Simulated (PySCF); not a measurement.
## Calculated data, AlBGeH5O

Calculation on a computer-drawn molecule: the log of a Hartree-Fock and frozen-core CCSD(T) single point meant for a local Hartree-Fock minimum, with one planted fault or none, to be diagnosed. Offsets are logged minus clean, where the clean run is the same molecule without the fault. The reference is restricted for singlets and unrestricted otherwise, and also for a bond in bohr or an excited solution. Adding or removing an electron swaps singlet and doublet. The excited solution moves the top pair (singlet) or top alpha electron (doublet) to the lowest empty orbital. Highest occupied and lowest empty are orbital energies over both spins, largest force is the largest gradient component, triples share is (T) over the correlation energy, the T1 limit is 0.02 restricted and 0.045 unrestricted, electrons count all cores, a negative frequency is imaginary (commonest isotopes), and the dipole is about the centre of nuclear charge; on germanium a core potential holds 10 electrons, which the energies leave out, and 3d is frozen in MP2 and coupled-cluster steps. Program: PySCF 2.14.0.

```json
{"formula": "AlBGeH5O", "logged_structure": {"atoms_angstrom": [["O", -1.1547, 2.4461, 0.9593], ["B", -0.4665, 1.9087, -0.0763], ["Al", 1.5429, 2.3882, -0.7818], ["Ge", -1.5761, 0.4896, -1.1918], ["H", -0.6822, 3.0853, 1.4705], ["H", 2.7281, 1.3306, -0.6281], ["H", -1.7587, -0.8112, -0.3919], ["H", -2.9707, 1.0091, -1.5759], ["H", -0.8523, 0.1116, -2.5002]]}, "given": {"meant_charge": 0, "meant_multiplicity": 2, "meant_basis": "cc-pV(D+d)Z", "meant_basis_and_core_potential_on_germanium": "cc-pVDZ-PP ECP10MDF", "logged_electrons": 63, "logged_basis_functions": 99, "logged_SCF_converged": "yes", "logged_spin_squared": 0.7769, "logged_highest_occupied [eV]": -7.5927, "logged_lowest_empty [eV]": 0.46449, "logged_largest_force [hartree/bohr]": 1.0433e-05, "logged_lowest_frequency [cm^-1]": 48.687, "logged_T1_diagnostic": 0.020171, "logged_D1_diagnostic": 0.075467, "logged_triples_share": 0.027791, "logged_CC_converged": "yes", "logged_dipole_magnitude [debye]": 2.5673, "logged_SCF_stable_within_its_kind": "yes", "logged_energy_HF [hartree]": -637.73582, "logged_energy_CCSD(T) [hartree]": -638.21457, "possible_faults": "no fault, one electron removed, one electron added, multiplicity raised by two, geometry at a saddle point, SCF held on an excited solution, minimal basis STO-3G, one bond length entered in bohr, all coordinates scaled", "drawn_bonds_atom": [1, 2, 2, 1, 3, 4, 4, 4], "drawn_bonds_other_atom": [2, 3, 4, 5, 6, 7, 8, 9], "drawn_bonds_order": [1, 1, 1, 1, 1, 1, 1, 1]}, "results": {}}
```

## Withheld values
1. Which fault was planted in the run of AlBGeH5O?

## Answers
1. no fault

Further results for AlBGeH5O:

| Property | Result |
| --- | --- |
| HF energy offset from clean run | 0 kcal/mol |
| CCSD(T) energy offset from clean run | 0 kcal/mol |
